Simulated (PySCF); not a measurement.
A structure optimised at PBE-D3(BJ)/def2-SVP, used in a PySCF frequency run:

```
W
O 1 1.7339
O 1 1.7339 2 114.14
N 1 1.9609 2 107.67 3 119.47
H 4 1.0243 1 124.44 2 25.92
H 4 1.0243 5 110.97 1 175.89
N 1 1.9609 2 107.67 3 -119.47
H 7 1.0243 1 124.44 2 149.42
H 7 1.0243 8 110.97 1 175.89
```

Task: Write its SMILES, formula and point group.

Result: [NH2][W]([NH2])(=[O])=[O], H4N2O2W, C2v

Task: What are its rotational constants (standard atomic weights)?

Result: 3.6019, 3.1194, 3.1005 GHz
